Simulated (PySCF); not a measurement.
C$_{2}$H$_{6}$N, doublet, geometry from GFN2-xTB; DF-R2SCAN/STO-3G (PySCF).

Input for PySCF:
```python
from pyscf import gto, scf, dft

mol = gto.Mole()
mol.atom = '''
    C     1.188537   -0.424238   -0.004752
    C     0.118637    0.590500   -0.003567
    N    -1.212300   -0.050011    0.007199
    H     1.483450   -0.892957    0.915867
    H     1.456114   -0.917577   -0.921124
    H     0.156730    1.218604   -0.896965
    H     0.167531    1.227693    0.882641
    H    -1.304807   -0.639290    0.829147
    H    -1.315965   -0.643969   -0.810038
'''
mol.basis = 'sto-3g'
mol.charge = 0
mol.spin = 1
mol.verbose = 4
mol.build()

mf = dft.UKS(mol)
mf.xc = 'r2scan'
mf = mf.density_fit(auxbasis='def2-universal-jkfit')
mf.kernel()
```

**Question.** Predict the main parts of the log of this PySCF run.

**Answer.** 
```
PySCF version 2.14.0

[INPUT] verbose = 4
[INPUT] num. atoms = 9
[INPUT] num. electrons = 25
[INPUT] charge = 0
[INPUT] spin (= nelec alpha-beta = 2S) = 1
[INPUT] symmetry False subgroup None
[INPUT] Mole.unit = angstrom
[INPUT] Symbol           X                Y                Z      unit          X                Y                Z       unit  Magmom
[INPUT]  1 C      1.188537000000  -0.424238000000  -0.004752000000 AA    2.246009418912  -0.801693631633  -0.008979978544 Bohr   0.0
[INPUT]  2 C      0.118637000000   0.590500000000  -0.003567000000 AA    0.224191438240   1.115883276556  -0.006740653086 Bohr   0.0
[INPUT]  3 N     -1.212300000000  -0.050011000000   0.007199000000 AA   -2.290914980810  -0.094507093216   0.013604138371 Bohr   0.0
[INPUT]  4 H      1.483450000000  -0.892957000000   0.915867000000 AA    2.803314219486  -1.687444171013   1.730737796527 Bohr   0.0
[INPUT]  5 H      1.456114000000  -0.917577000000  -0.921124000000 AA    2.751656666145  -1.733969228200  -1.740672086764 Bohr   0.0
[INPUT]  6 H      0.156730000000   1.218604000000  -0.896965000000 AA    0.296176775503   2.302827814299  -1.695018193321 Bohr   0.0
[INPUT]  7 H      0.167531000000   1.227693000000   0.882641000000 AA    0.316587707375   2.320003535046   1.667949756312 Bohr   0.0
[INPUT]  8 H     -1.304807000000  -0.639290000000   0.829147000000 AA   -2.465727875415  -1.208083014173   1.566860747005 Bohr   0.0
[INPUT]  9 H     -1.315965000000  -0.643969000000  -0.810038000000 AA   -2.486813439513  -1.216925042710  -1.530749970490 Bohr   0.0

nuclear repulsion = 76.7189747768259
number of shells = 15
number of NR pGTOs = 63
number of NR cGTOs = 21
basis = sto-3g
ecp = {}

******** <class 'pyscf.df.df_jk.DFUKS'> ********
method = DFUKS
initial guess = minao
damping factor = 0
level_shift factor = 0
DIIS = <class 'pyscf.scf.diis.CDIIS'>
diis_start_cycle = 1
diis_space = 8
diis_damp = 0
SCF conv_tol = 1e-09
SCF conv_tol_grad = None
SCF max_cycles = 50
direct_scf = False
number electrons alpha = 13  beta = 12
XC library pyscf.dft.libxc version 7.1.2
    S. Lehtola, C. Steigemann, M. J. T. Oliveira, and M. A. L. Marques,  SoftwareX 7, 1–5 (2018)
XC functionals = r2scan
    J. W. Furness, A. D. Kaplan, J. Ning, J. P. Perdew, and J. Sun,  J. Phys. Chem. Lett. 11, 8208–8215 (2020)
    J. W. Furness, A. D. Kaplan, J. Ning, J. P. Perdew, and J. Sun,  J. Phys. Chem. Lett. 11, 9248–9248 (2020)
    J. W. Furness, A. D. Kaplan, J. Ning, J. P. Perdew, and J. Sun,  J. Phys. Chem. Lett. 11, 8208–8215 (2020)
    J. W. Furness, A. D. Kaplan, J. Ning, J. P. Perdew, and J. Sun,  J. Phys. Chem. Lett. 11, 9248–9248 (2020)
radial grids:
    Treutler-Ahlrichs [JCP 102, 346 (1995); DOI:10.1063/1.469408] (M4) radial grids

becke partition: Becke, JCP 88, 2547 (1988); DOI:10.1063/1.454033
pruning grids: <function nwchem_prune>
grids dens level: 3
symmetrized grids: False
atomic radii adjust function: <function treutler_atomic_radii_adjust>
small_rho_cutoff = 0
Set gradient conv threshold to 3.16228e-05
tot grids = 100992
init E= -132.843578759031

cycle= 1 E= -132.702060697888  delta_E= 0.142  |g|= 0.209  |ddm|= 2.54
cycle= 2 E= -132.702718532311  delta_E= -0.000658  |g|= 0.212  |ddm|= 0.567
cycle= 3 E= -132.730824710311  delta_E= -0.0281  |g|= 0.0496  |ddm|= 0.377
cycle= 4 E= -132.732591160781  delta_E= -0.00177  |g|= 0.00731  |ddm|= 0.083
cycle= 5 E= -132.732653674527  delta_E= -6.25e-05  |g|= 0.0019  |ddm|= 0.0183
cycle= 6 E= -132.732658974881  delta_E= -5.3e-06  |g|= 0.000633  |ddm|= 0.00608
cycle= 7 E= -132.732659305371  delta_E= -3.3e-07  |g|= 0.000304  |ddm|= 0.0015
cycle= 8 E= -132.732659368231  delta_E= -6.29e-08  |g|= 4.36e-05  |ddm|= 0.000489
cycle= 9 E= -132.732659370414  delta_E= -2.18e-09  |g|= 9.6e-06  |ddm|= 0.000113
cycle= 10 E= -132.732659370578  delta_E= -1.64e-10  |g|= 2.54e-06  |ddm|= 3.45e-05
Extra cycle  E= -132.732659370583  delta_E= -4.72e-12  |g|= 2.26e-06  |ddm|= 8.04e-06
converged SCF energy = -132.732659370583  <S^2> = 0.75635653  2S+1 = 2.0063465
```
